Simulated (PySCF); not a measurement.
**Ionising GaSn**

UHF-CCSD; PySCF, scalar-relativistic core potentials, basis sets Ga cc-pVDZ-PP with ECP10, Sn cc-pVDZ-PP with ECP28. Neutral (UHF): quartet (σ ↑, π ↑↑), Re = 2.712 Å, ωe = 181 cm⁻¹, De = 1.78 eV.

GaSn⁺ (UHF): triplet (σ ↑, π ↑), Re = 3.143 Å, ωe = 101 cm⁻¹, De = 0.87 eV to Ga⁺ + Sn. The energies at the minima are -471.81799 hartree for GaSn and -471.57288 for GaSn⁺.

(1) Work out the adiabatic ionisation energy, without and with harmonic zero-point energies (1 hartree = 27.2114 eV, 1 eV = 8065.5 cm⁻¹), and the change of the bond length.

Correlated steps freeze 8 core orbitals. Correlated levels converge slowly with the basis: in double zeta they bind strong bonds too weakly, by up to about 1 eV, and carry superposition errors of some tenths. These are scalar-relativistic numbers at best; spin–orbit coupling would shift them, the dissociation energy most. For an ion De counts to the pair picked by the measured ionisation energies or electron affinities, which need not be the lowest pair at this level. States were picked by a PBE0 search and need not be the measured ground states.

## Answers

(1) At UHF-CCSD: 0.24511 hartree = 6.670 eV between the minima; the zero-point term (101.0 − 181.0)/2 cm⁻¹ = -0.005 eV makes it 6.665 eV. Re changes by +43.1 pm against the neutral. The electron leaves a π orbital, and the ion is left as a loose complex of an ion and an atom.
